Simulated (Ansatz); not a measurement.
Reaction (formal hydrolysis of a C–Se bond): `NC#C[SeH]` + H₂O → `NC#CO` + H₂Se

Gas-phase electronic energies from Ansatz, PBE0-D4/def2-TZVP geometries. CBS: MP2 limit from def2 TZ/QZ plus the TZ coupled-cluster correction, frozen cores. This one scheme is used for every species. DFT in def2-TZVPP. B3LYP here is the variant with VWN-RPA as its local correlation; programs differ in this. HSE06 is defined as in plane-wave codes. For Se outer-core shells are correlated without core-valence functions, which leaves a few kJ/mol of doubt a bond. Scalar relativity is left out up to krypton. One conformer a species, not always the lowest.

```csv
level,ΔE (kJ/mol),difference from CCSD(T)/CBS
LDA (SPW92),57.8,-21.5
PBE-D4,68.8,-10.5
revPBE-D4,71.7,-7.6
BLYP-D4,69.8,-9.5
r2SCAN-D4,72.0,-7.3
B97M-V,72.2,-7.1
PBE0-D4,69.1,-10.2
B3LYP-D4,69.3,-10.0
r2SCANh-D4,71.7,-7.6
r2SCAN0-D4,71.0,-8.3
HSE06-D4,69.4,-9.9
BHLYP-D4,69.0,-10.3
CAM-B3LYP-D4,63.8,-15.5
ωB97X-V,65.6,-13.7
B2PLYP,73.2,-6.1
PBE-QIDH,75.2,-4.1
PBE,66.2,-13.1
revPBE,67.6,-11.7
BLYP,64.6,-14.7
r2SCAN,71.3,-8.0
PBE0,66.7,-12.6
r2SCANh,70.9,-8.4
r2SCAN0,70.2,-9.1
HSE06,67.1,-12.2
BHLYP,64.7,-14.6
LC-ωPBE,63.1,-16.2
RPA@PBE/def2-TZVPP,73.3,-6.0
HF/def2-SVP,42.8,-36.5
CCSD/def2-SVP,46.4,-32.9
CCSD(T)/def2-SVP,48.0,-31.3
HF/def2-TZVPP,61.3,-18.0
MP2/def2-TZVPP,88.3,9.0
SCS-MP2/def2-TZVPP,82.2,2.9
CCSD/def2-TZVPP,74.2,-5.1
CCSD(T)/def2-TZVPP,77.0,-2.3
HF/def2-QZVPP,61.9,-17.4
MP2/def2-QZVPP,89.8,10.5
HF/CBS(def2),62.0,-17.3
MP2/CBS(def2),90.6,11.3
CCSD/CBS(def2),76.4,-2.9
CCSD(T)/CBS,79.3,0
```

Largest T1 diagnostic among the species: 0.013.

At CCSD(T), def2-SVP lies −31.3 kJ/mol from the extrapolated value and def2-TZVPP −2.3 kJ/mol. The D4 term adds +4.3 kJ/mol with B3LYP and +2.3 kJ/mol with PBE0; it sums over pairs of atoms, weighted by their polarisabilities, and B3LYP, whose exchange is more repulsive, gets the larger term. In def2-TZVPP, CCSD(T) changes the Hartree–Fock value by +15.7 kJ/mol (the triples alone add +2.8 kJ/mol) and MP2 by +27.0 kJ/mol.
